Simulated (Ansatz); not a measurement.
Wavefunction ladder for CH$_{5}$ISSi, SMILES `SC[SiH2]I`

Cartesian coordinates in Å:
```
S 0.9281 -1.8144 0.3372
C 0.7732 -0.2366 -0.5343
Si -0.8480 0.6299 -0.1852
I -0.9746 1.1813 2.1950
H 0.6387 -1.3464 1.5645
H 0.7859 -0.4861 -1.6002
H 1.6302 0.4116 -0.3394
H -1.9923 -0.2514 -0.5090
H -0.9414 1.9120 -0.9284
```

The species carries charge 0 and has multiplicity 1. Correlated methods include outer-core shells of I, which these sets cover unevenly. I takes the def2 core potential. The structure was optimised at the PBE0-D4/def2-TZVP level. It is one conformer, not always the lowest. Frozen core, restricted reference, Ansatz.

```json
{"basis": "def2-SVP", "HF (Eh)": "?", "MP2 corr.": "-0.49397", "CCSD corr.": "-0.54586", "(T)": "?", "CCSD(T) total": "?"}
{"basis": "def2-TZVPP", "HF (Eh)": "-1023.98498", "MP2 corr.": "-0.97593", "CCSD corr.": "?", "(T)": "-0.03278", "CCSD(T) total": "?"}
{"basis": "def2-QZVPP", "HF (Eh)": "?", "MP2 corr.": "-1.18403", "CCSD corr.": "–", "(T)": "–", "CCSD(T) total": "–"}
```

Question: Fill in the withheld values. (Estimate.)

Answer: Ansatz gave: def2-SVP HF (Eh): -1023.68645; def2-SVP (T): -0.01547; def2-SVP CCSD(T) total: -1024.24778; def2-TZVPP CCSD corr.: -0.98961; def2-TZVPP CCSD(T) total: -1025.00737; def2-QZVPP HF (Eh): -1024.00846.
